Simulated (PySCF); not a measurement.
CH5BrGaN. Atoms are numbered in the order given.

```xyz
9

Ga     0.5466     0.5322     0.1300
Br    -1.0877    -1.0633    -0.2564
C      0.5140     2.2330    -0.8383
H      0.5605     2.0414    -1.9212
H      1.3592     2.8747    -0.5480
H     -0.4291     2.7595    -0.6260
N      1.7556    -0.0013     1.3660
H      2.5491     0.5526     1.6747
H      1.7115    -0.9031     1.8317
```
Charge 0, spin multiplicity 1.

Coordinates come from a TPSSh-D3(BJ)/def2-SVP optimisation. The structure was generated by enumeration; whether it is a known compound was not checked. One conformer was computed; it need not be the lowest.

These are PySCF with PBE0/def2-TZVP values and carry that method's errors.

ESP charges are fitted to the potential on shells at 1.4 to 2.0 van der Waals radii. Atomic charges (e):

```json
[
 {"atom": "Ga1", "ESP fit": "0.84", "IAO": "(withheld)"},
 {"atom": "Br2", "ESP fit": "-0.32", "IAO": "-0.30"},
 {"atom": "C3", "ESP fit": "-0.70", "IAO": "(withheld)"},
 {"atom": "H4", "ESP fit": "0.16", "IAO": "0.17"},
 {"atom": "H5", "ESP fit": "0.20", "IAO": "0.16"},
 {"atom": "H6", "ESP fit": "0.16", "IAO": "0.17"},
 {"atom": "N7", "ESP fit": "-1.16", "IAO": "(withheld)"},
 {"atom": "H8", "ESP fit": "0.42", "IAO": "0.27"},
 {"atom": "H9", "ESP fit": "0.41", "IAO": "0.28"}
]
```

### Question
Some entries are withheld; supply them. (An estimate is asked for; the answer gives what the named calculation found.)

### Answer

- Ga1, IAO: 0.80
- C3, IAO: -0.74
- N7, IAO: -0.81
